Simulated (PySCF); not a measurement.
Löwdin shares of the frontier orbitals

Compound: C7H7NS.
SMILES with atom numbers: `[CH3:1][CH2:2][c:3]1[s:4][cH:5][cH:6][c:7]1[C:8]#[N:9]` (hydrogens: H10, H11, H12 on C1; H13, H14 on C2; H15 on C5; H16 on C6)

Method: PySCF, TDDFT B3LYP/def2-SVPD, vertical, gas phase, core orbitals frozen in the response. Isolated species at its GFN2-xTB geometry (one conformer only). Torsions of this conformer, `[CH3:1][CH2:2][c:3]1[s:4][cH:5][cH:6][c:7]1[C:8]#[N:9]`: C1–C2–C3–S4 -91°.

Frontier orbitals with the atoms that hold most of them (Löwdin shares over 4%, at most four atoms; ? is withheld):

| orbital | ε (eV) | atoms |
| --- | --- | --- |
| HOMO-3 | -9.82 | N9 22%, C8 16%, S4 10%, C1 10% |
| HOMO-2 | -9.38 | N9 44%, C8 33%, C7 6%, C3 4% |
| HOMO-1 | -7.58 | ? |
| HOMO | -7.04 | C5 24%, C3 23%, C7 15%, C6 10% |
| LUMO | -1.53 | ? |
| LUMO+1 | -0.38 | S4 54%, C5 9%, C3 9%, N9 5% |
| LUMO+2 | -0.28 | C6 28%, C5 23%, N9 10%, C8 9% |

(1) Which atoms hold the LUMO, and with what shares?

(2) Which atoms hold the HOMO-1, and with what shares?

(3) How does S1 compare with the orbital gap of 5.51 eV?

(4) One configuration dominates each of S1, S3 and S4. Which, and how do the shares of the two leading atoms of either orbital change from the occupied to the empty one?

Results:

(1) C3 (bonded to 2 C and S) 26%; S4 (bonded to 2 C) 21%; C7 (bonded to 3 C) 13%; C5 (bonded to C, S and H) 10%. By element: carbon 49% or more, sulfur 21%.

(2) S4 (bonded to 2 C) 38%; C6 (bonded to 2 C and H) 20%; C7 (bonded to 3 C) 12%; C5 (bonded to C, S and H) 9%. By element: carbon 40% or more, sulfur 38%.

(3) S1 is at 5.14 eV (f = 0.091), 0.37 eV below the gap, made of HOMO→LUMO (86%), HOMO-1→LUMO (9%). Without the coupling terms of the response equations the lowest excitation would equal the gap.

(4) 
- S1 (5.14 eV, f 0.091), HOMO→LUMO (86%): C5 24% → 10%, C3 23% → 26%, S4 at most 11% → 21%
- S3 (5.61 eV, f 0.0022), HOMO→LUMO+1 (97%): C5 24% → 9%, C3 23% → 9%, S4 at most 11% → 54%
- S4 (6.02 eV, f 0.0004), HOMO-1→LUMO+1 (95%): S4 38% → 54%, C6 20% → at most 5%, C5 9% → 9%

Löwdin shares depend on the basis, the more so with diffuse functions.
